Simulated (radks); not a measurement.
The numbers below are computed, except where a source is named.
The germanium anion Ge4-, [Kr], held by a Watson sphere: a shell of charge +4 at radius R that stands for the Madelung well of a crystal (potential energy -4/R inside, -4/r outside, in hartree with lengths in bohr). Code: a radial shooting solver on a logarithmic mesh with Libxc functionals. Model: scalar-relativistic Kohn-Sham, PBE, spin-polarised, spherical densities, finite nucleus; Fermi nuclear charge, rms radius of each element as measured or else 0.836 A^(1/3) + 0.57 fm. Response by self-consistent Sternheimer equations with the Hartree and adiabatic LDA kernel, the relativistic mass of each level held fixed and spin-orbit coupling left out. The sphere does not respond.

R (bohr)  e(3d) (eV)  e(4s) (eV)  e(4p) (eV)  <r> 4p (bohr)  sum of <r^2> (bohr^2)  X-ray form factor at sin(theta)/lambda = 0.2 1/angstrom  alpha (bohr^3)
2.1          -30.198     -16.213      -7.758          2.476                  63.47                                                   25.938           35.49
2.19         -29.631     -15.796      -7.586          2.523                  65.34                                                   25.852           37.93
2.94         -27.233     -12.929      -6.141          2.935                  82.98                                                   25.376           68.02
3.25         -26.869     -12.054      -5.604          3.110                  91.13                                                   25.294           86.71
3.97         -26.495     -10.589      -4.565          3.526                  111.9                                                   25.271           150.0
4.08         -26.467     -10.424      -4.432          3.590                  115.3                                                   25.281           162.6
4.85         -26.372      -9.604      -3.666          4.049                  141.3                                                   25.380           278.1
